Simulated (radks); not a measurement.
Task: Calculated with a radial shooting solver on a logarithmic mesh with Libxc functionals: non-relativistic Kohn-Sham, LDA (Slater exchange, VWN5 correlation), spin-polarised, spherical densities, point nucleus. Response by self-consistent Sternheimer equations with the Hartree and adiabatic LDA kernel. Rank Ca2+, Fe8+, Ar, Ti4+, Sc3+, K+, Mn7+, V5+, Cr6+ (NIST ground configurations) by static dipole polarisability, largest first.

Result: Ar 12.00, K+ 5.742, Ca2+ 3.350, Sc3+ 2.170, Ti4+ 1.503, V5+ 1.090, Cr6+ 0.8196, Mn7+ 0.6333, Fe8+ 0.5003 bohr^3.
